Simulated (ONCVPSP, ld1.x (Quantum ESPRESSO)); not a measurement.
**Potentials for phosphorus compared**

Generated with ld1.x 7.5 (TM, RRKJ, ultrasoft, PAW), atompaw 4.2 or ONCVPSP 4.0.1. The cutoff is in Ry: for ld1.x and atompaw files where the sum of valence levels is converged to 10 mRy in a Bessel basis, for ONCV files where the hardest occupied wave has 1 mHa per electron of residual kinetic energy. The error is the largest all-electron minus pseudo excitation energy over each file’s own four to seven test configurations (ionisations up to +4, promotions, holes and added fractions of an electron), all of which were solved. The labels leave out finer settings (local radius, basis sizes, second energies), which also bear on the numbers. Spin-polarised tests are not counted. The rows are a selection from randomly drawn settings: files with unsolved tests, undetermined cutoffs or missed reference levels are left out.

A true bound ghost makes a file unfit for plane-wave use even where its test errors are small: the radial tests pick states by their node count and pass the ghost by.

```csv
potential,cutoff (Ry),largest error (meV),bound ghosts
"ONCV, PBEsol, scalar-relativistic, rc 1.30/1.25/1.35 (spd), local smoothed, core correction yes, reference 3s2 3p2.5, qcut 5.2/6.6/6.4, projectors 2/2/3",96,-1.4,"p, d"
"ONCV, PBE, scalar-relativistic, rc 0.95/0.90/0.75 (spd), local smoothed, core correction yes, reference 2s2 2p6 3s2 3p3, qcut 11.9/15.4/14.3, projectors 2/2/1",195,+11,none
"ONCV, LDA (Perdew-Zunger), non-relativistic, rc 0.85/1.05/1.00 (spd), local smoothed, core correction yes, reference 2s2 2p6 3s2 3p1.5, qcut 12.6/14.5/8.1, projectors 2/2/2",161,+3.3,none
"ultrasoft, PBE, scalar-relativistic, rc 1.65/1.85/2.00 (spd), local smoothed, core correction no, reference 3s1.75 3p3.25",15,+3.6,none
"ONCV, PBEsol, scalar-relativistic, rc 1.45/1.90 (sp), local smoothed, core correction no, reference 3s2 3p3, qcut 4/4.6, projectors 2/2",33,+47,none
```

Problem. Fill in the row for P: ONCV, LDA (Perdew-Wang 92), scalar-relativistic, rc 0.75/1.00/0.80 (spd), local smoothed, core correction yes, reference 2s2 2p6 3s2 3p1, qcut 16.9/13.8/13.2, projectors 3/2/1.

Solution. cutoff 176 Ry, largest error +12 meV, bound ghosts: none.

Problem. Fill in the row for P: PAW, PBE, scalar-relativistic, rc 1.85/1.50/1.50 (spd), local smoothed, core correction yes, reference 3s2 3p3.

Solution. cutoff 10 Ry, largest error -35 meV, bound ghosts: none.

Problem. Fill in the row for P: ONCV, BLYP, scalar-relativistic, rc 1.60/1.30 (sp), local smoothed, core correction no, reference 3s2 3p2, qcut 3.6/5.7, projectors 2/2.

Solution. cutoff 54 Ry, largest error +89 meV, bound ghosts: p.
